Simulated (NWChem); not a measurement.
System: SiHCl2, doublet; SMILES Cl[SiH]Cl

Here is an NWChem input.

```
start job
memory heap 200 mb stack 900 mb global 1100 mb
geometry units angstroms noautoz
  Cl    -0.380587    -0.009598     1.693524
  Si     0.792621     0.116308     0.000000
  Cl    -0.380587    -0.009598    -1.693524
  H      1.733225    -1.047424     0.000000
end
basis spherical
  Cl library def2-svp
  Si library def2-svp
  H library def2-svp
end
dft
  odft
  mult 2
  xc mn15
  grid xfine
  iterations 150
  mulliken
end
task dft gradient
```

Parts of the log:

```
             Northwest Computational Chemistry Package (NWChem) 7.3.0
             --------------------------------------------------------

 CS  symmetry detected

                             Geometry "geometry" -> ""
                             -------------------------

 Output coordinates in angstroms (scale by  1.889725989 to convert to a.u.)

  No.       Tag          Charge          X              Y              Z
 ---- ---------------- ---------- -------------- -------------- --------------
    1 Cl                  17.0000    -0.37862835    -0.00124606    -1.69352400
    2 Si                  14.0000     0.79833345     0.08260059     0.00000000
    3 Cl                  17.0000    -0.37862835    -0.00124606     1.69352400
    4 H                    1.0000     1.69669548    -1.11404210     0.00000000

 Effective nuclear repulsion energy (a.u.)     178.3422121223

      Symmetry information
      --------------------

 Group name             Cs
 Group number              2
 Group order               2
 No. of unique centers     3

                                 NWChem DFT Module
                                 -----------------

 Summary of "ao basis" -> "ao basis" (spherical)
 ------------------------------------------------------------------------------
       Tag                 Description            Shells   Functions and Types
 ---------------- ------------------------------  ------  ---------------------
 Cl                         def2-svp                 8       18   4s3p1d
 Si                         def2-svp                 8       18   4s3p1d
 H                          def2-svp                 3        5   2s1p

      Symmetry analysis of basis
      --------------------------

        a'         35
        a"         24

            General Information
            -------------------
          SCF calculation type: DFT
          Wavefunction type:  spin polarized.
          No. of atoms     :     4
          No. of electrons :    49
           Alpha electrons :    25
            Beta electrons :    24
          Charge           :     0
          Spin multiplicity:     2
          Use of symmetry is: on ; symmetry adaption is: on
          Maximum number of iterations: 150
          AO basis - number of functions:    59
                     number of shells:    27
          Convergence on energy requested:  1.00D-06
          Convergence on density requested:  1.00D-05
          Convergence on gradient requested:  5.00D-04

              XC Information
              --------------
                         MN15 Method XC Functional
                     Hartree-Fock (Exact) Exchange  0.440
                          MN15 Exchange Functional  1.000
                        MN15 Correlation Potential  1.000

             Grid Information
             ----------------
          Grid used for XC integration:  xfine
          Radial quadrature: Mura-Knowles
          Angular quadrature: Lebedev.
          Tag              B.-S. Rad. Rad. Pts. Rad. Cut. Ang. Pts.
          ---              ---------- --------- --------- ---------
          Cl                  1.00      125          10.0      1454
          Si                  1.10      125           8.0      1454
          H                   0.35      100           9.0      1202
          Grid pruning is: on
          Number of quadrature shells:   350
          Spatial weights used:  Erf1

      Superposition of Atomic Density Guess
      -------------------------------------

 Sum of atomic energies:       -1207.88486174

      Non-variational initial energy
      ------------------------------

 Total energy =   -1208.397606
 1-e energy   =   -2026.626637
 2-e energy   =     639.886819
 HOMO         =      -0.135858
 LUMO         =       0.097212

   Symmetry analysis of molecular orbitals - initial alpha
   -------------------------------------------------------

  Numbering of irreducible representations:

     1 a'          2 a"

  Orbital symmetries:

     1 a'          2 a"          3 a'          4 a'          5 a"
     6 a'          7 a"          8 a'          9 a'         10 a"
    11 a"         12 a'         13 a'         14 a"         15 a'
    16 a'         17 a"         18 a'         19 a"         20 a'
    21 a'         22 a"         23 a"         24 a'         25 a'
    26 a'         27 a"         28 a'         29 a'         30 a'
    31 a"         32 a'         33 a"         34 a'         35 a'

   Symmetry analysis of molecular orbitals - initial beta
   ------------------------------------------------------

  Numbering of irreducible representations:

     1 a'          2 a"

  Orbital symmetries:

     1 a'          2 a"          3 a'          4 a'          5 a"
     6 a'          7 a"          8 a'          9 a'         10 a"
    11 a"         12 a'         13 a'         14 a"         15 a'
    16 a'         17 a"         18 a'         19 a"         20 a'
    21 a'         22 a"         23 a"         24 a'         25 a'
    26 a'         27 a"         28 a'         29 a'         30 a'
    31 a"         32 a'         33 a"         34 a'         35 a'

     ---------------------------------------------
      Total Density - Mulliken Population Analysis
     ---------------------------------------------

    Atom       Charge   Shell Charges
 -----------   ------   -------------------------------------------------------
    1 Cl  17    17.40   2.00  1.99  1.23  0.72  5.94  2.16  3.36  0.01
    2 Si  14    13.12   2.00  1.99  1.04  0.33  5.93  0.80  0.86  0.16
    3 Cl  17    17.40   2.00  1.99  1.23  0.72  5.94  2.16  3.36  0.01
    4 H    1     1.07   0.68  0.39  0.01

     --------------------------------------------
      Spin Density - Mulliken Population Analysis
     --------------------------------------------

    Atom       Charge   Shell Charges
 -----------   ------   -------------------------------------------------------
    1 Cl  17     0.08   0.00  0.00  0.00 -0.00  0.00  0.04  0.04  0.00
    2 Si  14     0.73   0.00  0.00  0.12  0.14  0.00  0.16  0.29  0.00
    3 Cl  17     0.08   0.00  0.00  0.00 -0.00  0.00  0.04  0.04  0.00
    4 H    1     0.11   0.06  0.05  0.00

   convergence    iter        energy       DeltaE   RMS-Dens  Diis-err
 ---------------- ----- ----------------- --------- --------- ---------
 d= 0,ls=0.0,diis     1  -1209.6956572061 -1.39D+03  1.01D-02  2.18D-01
                                                     7.48D-03  2.11D-01
 d= 0,ls=0.0,diis     2  -1209.7280729592 -3.24D-02  5.50D-03  4.89D-02
                                                     5.07D-03  4.75D-02
 d= 0,ls=0.0,diis     3  -1209.7511314448 -2.31D-02  1.89D-03  1.55D-02
                                                     1.70D-03  1.43D-02
 d= 0,ls=0.0,diis     4  -1209.7601268249 -9.00D-03  2.75D-04  1.13D-04
                                                     1.86D-04  1.08D-04
 d= 0,ls=0.0,diis     5  -1209.7602057997 -7.90D-05  1.57D-04  1.04D-05
                                                     9.44D-05  7.60D-06
  Resetting Diis
 d= 0,ls=0.0,diis     6  -1209.7602211465 -1.53D-05  6.05D-05  7.00D-07
                                                     3.91D-05  9.65D-07
 d= 0,ls=0.0,diis     7  -1209.7602231624 -2.02D-06  1.23D-05  8.65D-08
                                                     9.59D-06  5.66D-08
 d= 0,ls=0.0,diis     8  -1209.7602232970 -1.35D-07  4.02D-06  1.82D-08
                                                     4.13D-06  3.30D-08

         Total DFT energy =    -1209.760223297030
      One electron energy =    -2027.664726183883
           Coulomb energy =      717.003042953357
    Exchange-Corr. energy =      -77.440752188783
 Nuclear repulsion energy =      178.342212122280

 Numeric. integr. density =       49.000000045535

                  Occupations of the irreducible representations
                  ----------------------------------------------

                     irrep           alpha         beta
                     --------     --------     --------
                     a'               15.0         14.0
                     a"               10.0         10.0

                    DFT Final Alpha Molecular Orbital Analysis
                    ------------------------------------------

 Vector   23  Occ=1.000000D+00  E=-3.753590D-01  Symmetry=a'
              MO Center= -1.2D-02, -1.1D-01, -4.3D-14, r^2= 4.0D+00
   Bfn.  Coefficient  Atom+Function         Bfn.  Coefficient  Atom+Function
  ----- ------------  ---------------      ----- ------------  ---------------
    11      0.355350  1 Cl px                47      0.355350  3 Cl px
     8      0.278828  1 Cl px                44      0.278828  3 Cl px
    55     -0.213342  4 H  s                 12     -0.196102  1 Cl py
    48     -0.196102  3 Cl py                 5      0.158904  1 Cl px
     9     -0.158383  1 Cl py                41      0.158904  3 Cl px

 Vector   24  Occ=1.000000D+00  E=-3.682774D-01  Symmetry=a"
              MO Center= -3.2D-01,  2.0D-03, -7.7D-14, r^2= 4.0D+00
   Bfn.  Coefficient  Atom+Function         Bfn.  Coefficient  Atom+Function
  ----- ------------  ---------------      ----- ------------  ---------------
    13      0.341220  1 Cl pz                49      0.341220  3 Cl pz
    11     -0.291036  1 Cl px                47      0.291036  3 Cl px
    10      0.271153  1 Cl pz                46      0.271153  3 Cl pz
     8     -0.235261  1 Cl px                44      0.235261  3 Cl px
     7      0.153987  1 Cl pz                43      0.153987  3 Cl pz

 Vector   25  Occ=1.000000D+00  E=-2.549165D-01  Symmetry=a'
              MO Center=  8.1D-01,  3.4D-01,  4.0D-15, r^2= 3.0D+00
   Bfn.  Coefficient  Atom+Function         Bfn.  Coefficient  Atom+Function
  ----- ------------  ---------------      ----- ------------  ---------------
    22      0.385263  2 Si s                 27      0.361161  2 Si py
    21      0.345696  2 Si s                 30      0.318612  2 Si py
    12     -0.243908  1 Cl py                48     -0.243908  3 Cl py
    56     -0.220306  4 H  s                 20      0.198644  2 Si s
    55     -0.191243  4 H  s                 29      0.186211  2 Si px

 Vector   26  Occ=0.000000D+00  E= 2.645567D-02  Symmetry=a"
              MO Center=  1.0D+00,  1.0D-01,  1.6D-14, r^2= 3.2D+00
   Bfn.  Coefficient  Atom+Function         Bfn.  Coefficient  Atom+Function
  ----- ------------  ---------------      ----- ------------  ---------------
    31      1.119041  2 Si pz                 4      0.449451  1 Cl s
    40     -0.449451  3 Cl s                 11      0.365047  1 Cl px
    47     -0.365047  3 Cl px                28      0.352833  2 Si pz
    13      0.207213  1 Cl pz                49      0.207213  3 Cl pz
    25     -0.177482  2 Si pz                35     -0.167698  2 Si d  1

 Vector   27  Occ=0.000000D+00  E= 3.005803D-02  Symmetry=a'
              MO Center=  3.7D-01,  1.5D-01, -6.9D-15, r^2= 3.2D+00
   Bfn.  Coefficient  Atom+Function         Bfn.  Coefficient  Atom+Function
  ----- ------------  ---------------      ----- ------------  ---------------
    29      0.992878  2 Si px                13      0.465525  1 Cl pz
    49     -0.465525  3 Cl pz                21     -0.415921  2 Si s
     4      0.382480  1 Cl s                 40      0.382480  3 Cl s
    26      0.341095  2 Si px                56     -0.318753  4 H  s
    22     -0.254281  2 Si s                 20     -0.206217  2 Si s

 Vector   28  Occ=0.000000D+00  E= 7.756000D-02  Symmetry=a'
              MO Center=  9.1D-01, -3.9D-01,  4.1D-15, r^2= 3.6D+00
   Bfn.  Coefficient  Atom+Function         Bfn.  Coefficient  Atom+Function
  ----- ------------  ---------------      ----- ------------  ---------------
    56      1.435026  4 H  s                 30      1.001866  2 Si py
    21     -0.785893  2 Si s                 22     -0.602302  2 Si s
    29     -0.469741  2 Si px                20     -0.292662  2 Si s
    27      0.264401  2 Si py                55      0.246157  4 H  s
    12     -0.203537  1 Cl py                48     -0.203537  3 Cl py

                     DFT Final Beta Molecular Orbital Analysis
                     -----------------------------------------

 Vector   22  Occ=1.000000D+00  E=-3.738213D-01  Symmetry=a"
              MO Center= -3.4D-01, -4.6D-03,  3.1D-12, r^2= 3.9D+00
   Bfn.  Coefficient  Atom+Function         Bfn.  Coefficient  Atom+Function
  ----- ------------  ---------------      ----- ------------  ---------------
    12      0.446321  1 Cl py                48     -0.446321  3 Cl py
     9      0.344502  1 Cl py                45     -0.344502  3 Cl py
     6      0.197314  1 Cl py                42     -0.197314  3 Cl py
    33     -0.062777  2 Si d -1              11     -0.051438  1 Cl px
    47      0.051438  3 Cl px                13      0.049138  1 Cl pz

 Vector   23  Occ=1.000000D+00  E=-3.703296D-01  Symmetry=a'
              MO Center=  8.2D-02, -1.7D-01, -6.0D-14, r^2= 4.0D+00
   Bfn.  Coefficient  Atom+Function         Bfn.  Coefficient  Atom+Function
  ----- ------------  ---------------      ----- ------------  ---------------
    11      0.329665  1 Cl px                47      0.329665  3 Cl px
     8      0.257975  1 Cl px                44      0.257975  3 Cl px
    55     -0.251176  4 H  s                 12     -0.224293  1 Cl py
    48     -0.224293  3 Cl py                 9     -0.178143  1 Cl py
    45     -0.178143  3 Cl py                56     -0.174294  4 H  s

 Vector   24  Occ=1.000000D+00  E=-3.667523D-01  Symmetry=a"
              MO Center= -3.2D-01,  6.1D-03, -1.4D-15, r^2= 4.0D+00
   Bfn.  Coefficient  Atom+Function         Bfn.  Coefficient  Atom+Function
  ----- ------------  ---------------      ----- ------------  ---------------
    13      0.335497  1 Cl pz                49      0.335497  3 Cl pz
    11     -0.290726  1 Cl px                47      0.290726  3 Cl px
    10      0.265437  1 Cl pz                46      0.265437  3 Cl pz
     8     -0.234099  1 Cl px                44      0.234099  3 Cl px
     7      0.150738  1 Cl pz                43      0.150738  3 Cl pz

 Vector   25  Occ=0.000000D+00  E=-9.420750D-02  Symmetry=a'
              MO Center=  9.3D-01,  4.1D-01,  6.4D-15, r^2= 2.8D+00
   Bfn.  Coefficient  Atom+Function         Bfn.  Coefficient  Atom+Function
  ----- ------------  ---------------      ----- ------------  ---------------
    22      0.481823  2 Si s                 21      0.392191  2 Si s
    30      0.357664  2 Si py                27      0.293286  2 Si py
    56     -0.257332  4 H  s                 20      0.238121  2 Si s
    29      0.235551  2 Si px                12     -0.199271  1 Cl py
    48     -0.199271  3 Cl py                55     -0.193457  4 H  s

 Vector   26  Occ=0.000000D+00  E= 4.892823D-02  Symmetry=a'
              MO Center=  2.7D-01, -9.4D-02,  5.5D-14, r^2= 3.2D+00
   Bfn.  Coefficient  Atom+Function         Bfn.  Coefficient  Atom+Function
  ----- ------------  ---------------      ----- ------------  ---------------
    29      0.821119  2 Si px                21     -0.555349  2 Si s
    22     -0.549765  2 Si s                 13      0.489032  1 Cl pz
    49     -0.489032  3 Cl pz                 4      0.410152  1 Cl s
    40      0.410152  3 Cl s                 26      0.318754  2 Si px
    20     -0.271561  2 Si s                 10      0.205498  1 Cl pz

[...]

                         DFT ENERGY GRADIENTS

    atom               coordinates                        gradient
                 x          y          z           x          y          z
   1 Cl     -0.715504  -0.002355  -3.200296   -0.004166  -0.000199  -0.006332
   2 Si      1.508631   0.156092   0.000000    0.003952   0.005990   0.000000
   3 Cl     -0.715504  -0.002355   3.200296   -0.004166  -0.000199   0.006332
   4 H       3.206290  -2.105234   0.000000    0.004381  -0.005591   0.000000
```

Level: MN15/def2-SVP, spin-unrestricted. In the optimisation the excess spin sits in a' (Cs, its own frame). Structure relaxed at the PBE0/def2-SVP, spin-unrestricted level. No stability test was run on the SCF state.
